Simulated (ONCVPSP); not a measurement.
Pt (Z = 78): one change to an ONCV potential, before and after

ONCVPSP 4.0.1 input, shortened (lines: element, Z, core and valence counts, functional; n l f; lmax; l rc ep ncon nbas qcut; lloc lpopt rc5 dvloc0; l nproj debl; icmod fcfact rcfact), PBE, fully relativistic:

```
  Pt 78.00   10    4        4      upf
    1    0    2.00
    2    0    2.00
    2    1    6.00
    3    0    2.00
    3    1    6.00
    3    2   10.00
    4    0    2.00
    4    1    6.00
    4    2   10.00
    4    3   14.00
    5    0    2.00
    5    1    6.00
    5    2    9.00
    6    1    1.00
    2
    0    1.05    0.00    4    9    6.90
    1    1.55    0.00    4    7    9.10
    2    2.10    0.00    4    9    8.70
    4    5    1.05    6.00
    0    2    2.90
    1    2    1.80
    2    2    1.90
    1    0.30    0.00
```

Open shells are filled in proportion to 2j + 1.

In the s channel the program set the typed energies aside and used -3.807, 0.250 Ha.

Change: core correction Teter function, fcfact 4, rcfact 1.5.

Cutoffs: the cutoffs (Ha) at which the residual kinetic energy of the hardest occupied pseudo-wave falls to 1 and 0.1 mHa per electron; they do not see the model core or the augmentation charge, which bear on the density cutoff. Errors are all-electron minus pseudo energies relative to the spin-unpolarised reference configuration.

How do hardness, ghosts and transferability respond?

The potential gets neither clearly harder nor softer (184 Ha and 221 Ha → 184 Ha and 221 Ha); of the 4 tests that both files solve, the error grows in 1 and shrinks in 1 by more than 15 % and 0.3 meV (median size 0.4 → 0.1 meV); neither file shows a bound ghost. A model core, the more so a compact one, raises the density cutoff, which this test does not measure.

| quantity | base | changed |
| --- | --- | --- |
| cutoff, loose | 184 Ha | 184 Ha |
| cutoff, tight | 221 Ha | 221 Ha |
| bound ghosts | none | none |
| GHOST(+) flags under 300 eV | s at 280.4 eV | s at 280.4 eV |
| error for 5s2 5p6 5d9 6s1 6p0, meV [ΔE -5.00 eV] | -0.7 | -1.0 |
| error for 5s2 5p6 5d9 6p0, meV [ΔE 4.21 eV] | 0.0 | 0.0 |
| error for 5s2 5p6 5d8 6p0, meV [ΔE 24.19 eV] | -0.5 | 0.0 |
| error for 5s2 5p6 5d9.5 6s0.5 6p0, meV [ΔE -5.14 eV] | -0.2 | -0.2 |
| s: phases at 1.07 bohr within 0.05 rad from the reference energy up to (Ha; the scan ends near 5) | to the end of the scan | to the end of the scan |
| p3/2: phases at 1.58 bohr within 0.05 rad from the reference energy up to (Ha; the scan ends near 5) | to the end of the scan | to the end of the scan |
| p1/2: phases at 1.58 bohr within 0.05 rad from the reference energy up to (Ha; the scan ends near 5) | to the end of the scan | to the end of the scan |
| d5/2: phases at 2.13 bohr within 0.05 rad from the reference energy up to (Ha; the scan ends near 5) | to the end of the scan | to the end of the scan |
| d3/2: phases at 2.13 bohr within 0.05 rad from the reference energy up to (Ha; the scan ends near 5) | to the end of the scan | to the end of the scan |
| rms error of d²Exc/dni dnj with the model core, mHa | 3.00 | 2.88 |

Base: These tests converged, but a pseudo level misses the all-electron one widely, so the file describes the atom poorly there or has found another state: 5s2 5p6 5d9 6s1 6p0: empty 6p by 6.2 eV; 5s2 5p6 5d9.5 6s0.5 6p0: empty 6p by 2.8 eV. Changed file: These tests converged, but a pseudo level misses the all-electron one widely, so the file describes the atom poorly there or has found another state: 5s2 5p6 5d9 6s1 6p0: empty 6p by 6.2 eV; 5s2 5p6 5d9.5 6s0.5 6p0: empty 6p by 2.8 eV.
